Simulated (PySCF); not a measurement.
Species: C2H11FSSi4.
Atom-mapped SMILES: `[F:1][C@@H:2]1[CH2:3][Si@@H:4]([SiH2:5][S:6][SiH3:7])[SiH2:8]1`

Cartesian coordinates in Å at the GFN2-xTB level; atoms count from 1:
```xyz
19
C2H11FSSi4 angstrom
F     -4.3080    0.7293   -0.1031
C     -2.9322    0.9089   -0.1825
C     -2.2776   -0.2212   -0.9980
Si    -0.8710   -0.7930    0.2021
Si     1.2295   -0.4137   -0.6921
S      2.4718   -0.1880    1.0683
Si     4.3959    0.3616    0.3208
Si    -2.0377    0.7459    1.5432
H     -2.8078    1.8842   -0.6644
H     -1.9647    0.1114   -1.9869
H     -3.0139   -1.0076   -1.1547
H     -1.0370   -2.2317    0.5050
H      1.8659   -1.4586   -1.4990
H      1.4123    0.8229   -1.4566
H      4.2199    1.4936   -0.5806
H      5.1304    0.7022    1.5247
H      4.9595   -0.7814   -0.3862
H     -1.4456    2.0230    1.9581
H     -2.9994    0.3520    2.5747
```

NICS is the negative of the GIAO shielding at a point without a nucleus: at the ring centre (0) and 1 Å above and below it (1); zz is the component along the ring normal. Level: GIAO PBE0/pcSseg-1 (PySCF, non-relativistic, gas phase) on the GFN2-xTB geometry, one conformer.

Ring bond lengths (Å), with Mayer bond orders in brackets: C2–C3 1.540 (0.99), C3–Si4 1.935 (0.87), Si4–Si8 2.351 (0.90), Si8–C2 1.951 (0.87).

Question: Give the NICS values of each ring in ppm.

Answer: 
| ring | type | NICS(0) | NICS(1), two faces | NICS(1)zz, two faces | rms pucker (Å) | centre to ring atoms, mean (Å) |
| --- | --- | --- | --- | --- | --- | --- |
| C2–C3–Si4–Si8 | 4-membered ring with 2 Si; formal bonds all single | 1.9 | 0.5 / -1.8 | 8.0 / 4.9 | 0.05 | 1.37 |

Question: What do they say, and how far can they be read as aromaticity?

Answer: 
- C2–C3–Si4–Si8: mean NICS(1)zz 6.5 ppm, deshielded. C2, C3, Si4, Si8 have four or more neighbours; no verdict on aromaticity is drawn. The two faces differ by 3.1 ppm, so no symmetry operation interchanges them.

Question: At the second NICS(1) probe listed for ring C2–C3–Si4–Si8, 1 Å off the ring, what do the in-plane components average?

Answer: The isotropic value is a third of the trace: (3 × -1.8 − (4.9))/2 = -5.2 ppm.

Question: List the ring angles and the Hirshfeld charges of the ring atoms.

Answer: 
- C2–C3–Si4–Si8: C2 102.3° (-0.022 e), C3 101.4° (-0.173 e), Si4 78.4° (+0.185 e), Si8 77.2° (+0.254 e); sum 359.2° against 360° for a flat convex ring.

Question: What are the shieldings of the ring atoms and their hydrogens in the same run (means over atoms taken as equivalent)?

Answer: 
| atoms | environment | σ isotropic (ppm) | principal values of the symmetric part, first atom (ppm) |
| --- | --- | --- | --- |
| C2 | sp3 C–F carbon | 93.3 | 50.2, 80.3, 149.3 |
| C3 | sp3 carbon bound to silicon | 163.1 | 131.7, 161.3, 196.3 |
| Si4 | SiH silicon | 421.7 | 379.2, 406.5, 479.5 |
| Si8 | SiH2 silicon | 385.2 | 334.7, 358.8, 462.0 |
| H9 | methine hydrogen | 26.04 | 23.0, 26.9, 28.2 |
| H10 | methylene hydrogen | 29.52 | 25.0, 28.5, 35.0 |
| H11 | methylene hydrogen | 29.44 | 25.8, 28.3, 34.2 |
| H12 | Si–H hydrogen | 26.79 | 23.0, 25.9, 31.5 |
| H18 | Si–H hydrogen | 26.79 | 23.8, 25.3, 31.2 |
| H19 | Si–H hydrogen | 26.73 | 23.6, 25.1, 31.4 |

Time: 58 s wall (grids of density and orbitals included); peak memory 1.1 GiB. Hardware: one thread of an Arm Neoverse V2, no GPU, shared host with 96 logical CPUs at a one-minute load of 51. This is the whole shielding run at PBE0/pcSseg-1, SCF included.
